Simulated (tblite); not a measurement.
C4H8OSi2.
Cartesian coordinates in Å at the GFN2-xTB level; atoms count from 1:
```
atom  x, y, z in Å
Si1    2.6101    0.9430   -0.1070
O2     1.5519   -0.0754    0.5764
C3     0.2331   -0.2769    0.4138
C4    -0.4453   -1.2045    1.1141
C5    -1.8607   -1.2911    0.8172
C6    -2.3462   -0.4521   -0.1108
Si7   -0.9564    0.6268   -0.7644
H8     2.2274    2.3356    0.1405
H9     3.8139    0.5363    0.6005
H10    2.6807    0.7284   -1.5546
H11    0.0068   -1.8512    1.8509
H12   -2.4641   -2.0164    1.3455
H13   -3.3853   -0.4481   -0.3939
H14   -1.0674    2.0491   -0.4377
H15   -0.6030    0.4045   -2.1671
```

All values are computed: GFN2-xTB (tblite) harmonic vibrations without scaling, gas phase. Against measured fundamentals such values can be off by several per cent, at times by over 20. Modes of hydrogen on silicon can be 10 to 20 % off. One conformer, not necessarily the lowest.

Harmonic wavenumbers (cm⁻¹): 27.8, 97.8, 111.0, 191.5, 330.6, 345.4, 367.9, 406.1, 511.0, 552.3, 560.2, 597.1, 603.7, 642.0, 662.4, 736.3, 747.6, 751.3, 799.8, 815.9, 831.7, 852.1, 907.8, 908.7, 1036.3, 1112.8, 1233.0, 1272.6, 1323.7, 1532.6, 1611.4, 2223.0, 2250.4, 2255.7, 2260.6, 2342.7, 3058.3, 3082.5, 3099.8.

A = 4242, B = 1124, C = 907.4 MHz; mass 128.011 u (most abundant isotopes); point group Cs, symmetry number 1.

Task: Zero-point energy?

Result: ½Σν̃ = 21527 cm⁻¹ = 61.55 kcal/mol.

Task: Give the ideal-gas entropy at 273.15 K and 1 bar in the rigid-rotor, harmonic-oscillator model (classical rotation).

Result: Translation 40.05, rotation 28.44, vibration 22.43: S = 90.9 cal/(mol K).

Task: And Cp and H(273.15 K) − H(0)?

Result: Cp = 33.67 cal/(mol K), of which vibrations give 25.72 (their classical limit is 39 R = 77.5); H(273.15 K) − H(0) = 5.42 kcal/mol without the zero-point energy, 3.25 from vibrations.

Task: Which modes carry the vibrational entropy at 273.15 K?

Result: 27.8 cm⁻¹: 5.81; 97.8 cm⁻¹: 3.33; 111.0 cm⁻¹: 3.08; 191.5 cm⁻¹: 2.05; 330.6 cm⁻¹: 1.12; 345.4 cm⁻¹: 1.05 cal/(mol K); the other 33 give 5.99 together.

Task: How do the functions run with temperature in this model?

Result: 
```
 T (K)  S (cal/(mol K))  Cp (cal/(mol K))  H − H(0) (kcal/mol)  G − H(0) (kcal/mol)  ln q(vib)
    50             58.4              12.1                 0.50                -2.42       0.70
   100             67.9              15.8                 1.19                -5.59       1.71
298.15             94.0              36.1                 6.30               -21.72       5.85
373.15            102.8              42.7                 9.26               -29.10       7.54
   500            116.6              51.2                15.25               -43.03      10.43
   750            139.6              62.2                29.54               -75.15      15.92
  1000            158.5              69.0                46.00              -112.49      20.95
```

q(vib) and H(0) count from the zero-point level.

Task: What must be added to the electronic energy to get the Gibbs energy at 273.15 K and 1 bar?

Result: ZPE + [H(273.15 K) − H(0)] − T·S = 61.55 + 5.42 − 24.83 = 42.14 kcal/mol.

Task: Blend soft modes into free rotors: weight 1/[1 + (100 cm⁻¹/ν̃)⁴] for the oscillator and the rest for a rotor with moment μB/(μ + B), μ = h/(8π²ν), B = 10⁻⁴⁴ kg m². What vibrational entropy results?

Result: 20.25 cal/(mol K) in place of 22.43, which changes −T·S at 273.15 K by +0.60 kcal/mol.

Hindered rotation and anharmonicity are outside this model. Other conformers, if any are populated, would add a mixing term that is left out.

Hardware: one thread of an Intel Xeon Platinum 8488C (shared host). Cost: 0.58 s of wall time. This covers the Hessian and the dipole derivatives.
